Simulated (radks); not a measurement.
Values are calculated unless marked as measured or tabulated.
All-electron atom: Nd4+ in [Xe] 4f2 (the NIST ground configuration). Code: a radial shooting solver on a logarithmic mesh with Libxc functionals. Model: Dirac Kohn-Sham, BLYP, spin-unpolarised, spherical densities, point nucleus; open shells are shared between the two j in proportion to 2j + 1.

Spin-orbit splittings of the eigenvalues, e(l+1/2) - e(l-1/2), with zeta = 2 splitting/(2l+1) and mean radii in bohr:

\begin{tabular}{lrrrrr}
shell & occ. & splitting (eV) & zeta (eV) & <r> j=l-1/2 & <r> j=l+1/2 \\ \hline
2p & 6 & 520.2 & 346.8 & 0.08422 & 0.09063 \\
3p & 6 & 103.8 & 69.19 & 0.2557 & 0.2681 \\
3d & 10 & 22.42 & 8.968 & 0.2395 & 0.2434 \\
4p & 6 & 22.86 & 15.24 & 0.6203 & 0.6478 \\
4d & 10 & 4.094 & 1.638 & 0.6922 & 0.7018 \\
4f & 2 & 0.5162 & 0.1475 & 0.8970 & 0.9041 \\
5p & 6 & 3.780 & 2.520 & 1.534 & 1.603 \\
\end{tabular}
